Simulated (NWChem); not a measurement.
# BeSiH$_{3}$OBr; SMILES [SiH3][O][Be][Br]

```xyz
7

Be    -0.0057    -0.0542    -0.0001
Br     0.0008     1.9101     0.0002
O     -0.0091    -1.4702    -0.0049
Si     0.0033    -3.1388     0.0014
H     -0.6551    -3.6552    -1.2477
H     -0.7458    -3.6436     1.2034
H      1.4225    -3.6322     0.0558
```
Atoms are numbered in this order, from 1.

Computed with NWChem. Medium grid unless said otherwise, to which SCAN and Minnesota functionals are sensitive. All runs use the structure optimised with PBE-D3(BJ)/def2-SVP.

Task: What does the run give for SCAN/def2-SVP? Quantities: highest occupied level (eV); orbital gap (eV); dipole (D).

Result: 
```json
{
  "highest occupied level (eV)": "-7.59",
  "orbital gap (eV)": "6.94",
  "dipole (D)": "1.28"
}
```
